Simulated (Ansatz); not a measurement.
CH5FGeO2 can be A, `OC(F)[O][GeH3]`, or B, `[OH][GeH]([OH])[CH2]F`.

Computed with Ansatz on PBE0-D4/def2-TZVP structures; ΔE is electronic, products minus reactants. CCSD(T)/CBS is the MP2 limit (def2-TZVPP, def2-QZVPP) plus CCSD(T) − MP2 in def2-TZVPP, frozen cores. Functionals use def2-TZVPP. B3LYP here is the variant with VWN-RPA as its local correlation; programs differ in this. For Ge outer-core shells are correlated without core-valence functions, which leaves a few kJ/mol of doubt a bond. Scalar relativity is left out up to krypton. Each species was taken in one conformer, which may not be the lowest.

(1) Which is lower in electronic energy at CCSD(T)/CBS, and by how much? (Best estimate.)

(2) Give E(B) − E(A) in kcal/mol with MP2/def2-TZVPP, B3LYP, CCSD(T)/def2-TZVPP, B2PLYP, CCSD/def2-TZVPP, r2SCAN-D4, PBE-D4. (Best estimate.)

Largest T1 diagnostic: 0.012.

Results:

(1) Computed: B, by 19.4 kcal/mol.

(2) Ansatz gave: MP2/def2-TZVPP -20.3, B3LYP -17.2, CCSD(T)/def2-TZVPP -17.9, B2PLYP -18.3, CCSD/def2-TZVPP -17.9, r2SCAN-D4 -15.7, PBE-D4 -16.1. None reverses the order clearly.

In def2-TZVPP, CCSD(T) changes the Hartree–Fock value by −3.3 kcal/mol (the triples alone add +0.0 kcal/mol) and MP2 by −5.7 kcal/mol.
